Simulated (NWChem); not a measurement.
# Atomisation of BF2

```
B
F 1 1.3092
F 1 1.3092 2 121.12
```
Charge 0, spin multiplicity 2.

Everything below was run with NWChem. Structure: optimised with UB3LYP/def2-SVP, a minimum by its harmonic frequencies.

Basis set: def2-TZVP. The atomisation energy is electronic alone: no zero-point, thermal, spin-orbit or counterpoise terms. No value is extrapolated to the basis-set limit. Free atoms are single determinants with multiplicities F 2, B 2.

B3LYP has NWChem's definition, with VWN1-RPA local correlation. The structure started from a generated list of species. The unpaired electrons of the parent sit in orbitals of symmetry a1 (C2v labels of the run); other states weren't searched. The stability of the SCF solutions was not checked.

Q: One of these methods gave an atomisation energy of 353.0 kcal/mol. Which?
(A) PBE
(B) PBE0
(C) LDA (SVWN5)
(D) BHandHLYP

A: C, LDA (SVWN5). The others give 298.2 (PBE0), 310.4 (PBE), 281.1 (BHandHLYP).
